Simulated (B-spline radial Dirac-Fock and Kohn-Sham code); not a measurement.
**X-ray form factors of arsenic in several charge states**

These are calculated numbers from a radial B-spline solver; the model is configuration-average Dirac-Fock orbitals.

Configurations: As²⁶⁺ [He] 2s2 2p3; As²⁷⁺ [He] 2s2 2p2; As²⁹⁺ [He] 2s2; As³²⁺ 1s1. The first column is f₀ of As²⁶⁺, the others are differences from it.

```tsv
s (Å⁻¹)	As²⁶⁺	Δ As²⁷⁺	Δ As²⁹⁺	Δ As³²⁺
0	7.000	-1.000	-3.000	-6.000
0.1	6.986	-0.997	-2.992	-5.986
0.2	6.944	-0.989	-2.969	-5.944
0.3	6.874	-0.976	-2.931	-5.876
0.4	6.779	-0.958	-2.879	-5.782
0.5	6.659	-0.935	-2.814	-5.664
0.7	6.353	-0.876	-2.647	-5.363
0.9	5.978	-0.805	-2.443	-4.993
1.1	5.553	-0.726	-2.213	-4.577
1.4	4.874	-0.599	-1.846	-3.911
```
